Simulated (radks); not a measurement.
The numbers below are computed, except where a source is named.
Exchange energies: the exact (Fock) value of the Kohn-Sham orbitals and density-functional approximations, in hartree. Species: Cd2+ [Kr] 4d10; Au [Xe] 4f14 5d10 6s1; Au [Xe] 4f14 5d10 6s1. Level of theory: non-relativistic Kohn-Sham, PBE, spin-polarised, spherical densities, point nucleus (a radial shooting solver on a logarithmic mesh with Libxc functionals). Every spin shell is full or empty, so the densities are truly spherical. Functionals are evaluated on that one density, not self-consistently.

exact: Cd2+ -148.488; Au -338.083; Au -338.083
LDA: Cd2+ -141.13; Au -325.30; Au -325.30
B88: Cd2+ -148.50; Au -338.44; Au -338.44
revPBE: Cd2+ -148.05; Au -337.34; Au -337.34
RPBE: Cd2+ -148.13; Au -337.46; Au -337.46
PW91: Cd2+ -148.45; Au -338.37; Au -338.37
B86b: Cd2+ -148.46; Au -338.22; Au -338.22
G96: Cd2+ -148.98; Au -339.78; Au -339.78
SCAN: Cd2+ -148.74; Au -338.37; Au -338.37
Tao-Mo: Cd2+ -147.29; Au -335.39; Au -335.39
